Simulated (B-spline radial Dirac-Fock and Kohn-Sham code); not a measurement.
# Kohn-Sham estimates against Dirac-Fock for the levels of Ce

System: the free cerium atom in the configuration [Xe] 4f1 5d2 6s1 (not the ground configuration).

The density-functional columns are spherical, spin-unpolarised Dirac-Kohn-Sham results without Breit or QED terms: −ε is minus the orbital energy of the initial state and ΔSCF the difference of two total energies. The reference in the last column comes from Dirac-Fock (average of configuration) total-energy differences with a finite nucleus, the Breit interaction including its frequency dependence, and self-energy and vacuum-polarisation corrections. All numbers are from a radial finite-basis atomic code, in eV; a selection of levels is shown. For the 1s level of heavy atoms much of the gap between ΔSCF and the reference is the Breit and QED part, -156.0 eV here; for other levels the error of the functional can be larger.

| level | LDA −ε | LDA ΔSCF | Dirac-Fock |
| --- | --- | --- | --- |
| K (1s) | 40188.4 | 40591.7 | 40448.2 |
| L1 (2s) | 6432.0 | 6504.4 | 6562.2 |
| L2 (2p1/2) | 6075.8 | 6166.9 | 6172.2 |
| L3 (2p3/2) | 5629.7 | 5713.4 | 5731.2 |
| M1 (3s) | 1383.3 | 1406.5 | 1448.2 |
| M2 (3p1/2) | 1232.1 | 1256.4 | 1283.4 |
| M3 (3p3/2) | 1144.5 | 1167.5 | 1195.0 |
| M4 (3d3/2) | 878.8 | 905.3 | 910.1 |
| M5 (3d5/2) | 860.0 | 886.0 | 891.7 |
| N1 (4s) | 278.3 | 288.0 | 307.2 |
| N2 (4p1/2) | 222.1 | 231.6 | 244.1 |
| N3 (4p3/2) | 203.1 | 212.3 | 225.2 |
| N4 (4d3/2) | 110.7 | 119.3 | 119.7 |
| N5 (4d5/2) | 107.4 | 115.9 | 116.5 |
| N6,7 (4f) | 4.06 | 10.61 | 7.73 |
| O2 (5p1/2) | 23.77 | 28.24 | 27.56 |
| O3 (5p3/2) | 21.01 | 25.33 | 24.83 |
| O4,5 (5d) | 2.25 | 5.34 | 4.12 |
| P1 (6s) | 3.37 | 5.58 | 4.44 |

Values without a named source are computed, but for edge energies of neutral atoms, which are taken from tables.
